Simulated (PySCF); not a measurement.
Ionisation energy of Pt⁶²⁺ by level of theory

Pt⁶²⁺ [Ne] 3s2 3p4 (3P) → Pt⁶³⁺ [Ne] 3s2 3p3 (4S), as a difference of total energies. Calculation: PySCF 2.14, in an uncontracted even-tempered set (16 s from 17 bohr⁻², ratio 2.5; 10 p from 22 bohr⁻², ratio 2.5; 4 d from 89 bohr⁻², ratio 2.7; 4 f from 130 bohr⁻², ratio 2.7); the non-relativistic Hamiltonian (point nucleus). Correlated levels: outer shells: 1s2 frozen; virtual orbitals above 40 to 60 times the deepest correlated orbital energy dropped. The calculations carry no spin-orbit coupling.

| method | ionisation energy (eV) |
| --- | --- |
| UHF | 6647.8 |
| MP2 (outer shells) | 6648.9 |
| SCS-MP2 (outer shells) | 6648.8 |
| CCSD (outer shells) | 6648.8 |
| CCSD(T) (outer shells) | 6648.8 |

Spin-orbit coupling is strong in these open shells (close to jj coupling). The scalar numbers leave it out and a first-order estimate fails, so it can dominate the gap to the real levels.

The ground level that NIST lists for one species does not belong to the high-spin term computed here, so part of any gap is the choice of state.

The gap to the reference is mostly relativistic.

For comparison: 6787 ± 15 eV (theoretical estimate listed by NIST; NIST Atomic Spectra Database, ionization energies).
